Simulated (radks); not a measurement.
Effect of the nuclear size on the silicon ion Si+, [Ne] 3s2 3p1. Calculated with a radial shooting solver on a logarithmic mesh with Libxc functionals: Dirac Kohn-Sham, exchange-only LDA, spin-unpolarised, spherical densities, finite nucleus; open shells are shared between the two j in proportion to 2j + 1; Fermi nuclear charge, rms radius 3.1224 fm. The rms radius is varied about that value; shifts are against it.

[
 {"rms radius (fm)": "2.7664", "total energy shift (eV)": "-0.00113", "density at nucleus (e/bohr^3)": "1895", "1s1/2 shift (meV)": "-0.471", "2s1/2 shift (meV)": "-0.030"},
 {"rms radius (fm)": "2.8133", "total energy shift (eV)": "-0.000987", "density at nucleus (e/bohr^3)": "1895", "1s1/2 shift (meV)": "-0.412", "2s1/2 shift (meV)": "-0.026"},
 {"rms radius (fm)": "3.1224", "total energy shift (eV)": "0", "density at nucleus (e/bohr^3)": "1892", "1s1/2 shift (meV)": "0.000", "2s1/2 shift (meV)": "0.000"},
 {"rms radius (fm)": "3.3878", "total energy shift (eV)": "0.000928", "density at nucleus (e/bohr^3)": "1890", "1s1/2 shift (meV)": "0.387", "2s1/2 shift (meV)": "0.025"},
 {"rms radius (fm)": "3.7063", "total energy shift (eV)": "0.00214", "density at nucleus (e/bohr^3)": "1888", "1s1/2 shift (meV)": "0.893", "2s1/2 shift (meV)": "0.057"}
]

Slopes of the eigenvalues against <r^2> in GHz/fm^2, as finite differences over the two radii next to the reference (eigenvalue slopes, not the field-shift constants of lines): 1s1/2 54.2, 2s1/2 3.44.
